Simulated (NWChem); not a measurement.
Molecule: C₂H₆ClFSi; SMILES Cl[Si](C)(F)C

```xyz
11

C     -0.7197    -1.0002     1.5743
Si     0.0434    -0.3518     0.0000
C     -0.7197    -1.0002    -1.5743
F      1.6198    -0.7162     0.0000
Cl    -0.0870     1.7274     0.0000
H     -0.2225    -0.5752     2.4525
H     -1.7841    -0.7462     1.6292
H     -0.6264    -2.0917     1.6250
H     -0.2225    -0.5752    -2.4525
H     -1.7841    -0.7462    -1.6292
H     -0.6264    -2.0917    -1.6250
```
Atoms are numbered in this order, from 1.

Level: B3LYP/6-31G* (spherical d) (NWChem), optimised geometry, unscaled harmonic frequencies. B3LYP is NWChem's, with the RPA form of VWN correlation.

**Question.** List the harmonic frequencies with IR intensities, and the thermochemistry.

**Answer.** 
```
frequency (cm⁻¹)  IR intensity (km/mol)
----------------  ---------------------
148                                 0.0
157                                 0.0
177                                 0.6
178                                 0.4
233                                 0.8
266                                 8.7
287                                21.8
496                                65.5
665                                50.6
714                                 2.5
781                                 0.0
822                                 6.7
828                               126.7
884                               149.4
950                               171.0
1340                               45.3
1345                               22.0
1485                                1.0
1486                                0.9
1493                                3.1
1499                               10.2
3052                                0.2
3054                                1.7
3126                                0.1
3128                               13.4
3139                                2.1
3139                                6.3
```

The zero-point energy is 49.8 kcal/mol and the thermal correction to the enthalpy at 298.15 K (with zero-point energy) is 55.1 kcal/mol. The heat capacity Cv comes out as 25.1 cal/(mol K) and the entropy at 298.15 K and 1 atm (symmetry number 1) is 84.6 cal/(mol K). The dipole moment is 2.76 D.

Rigid rotor and harmonic oscillator.
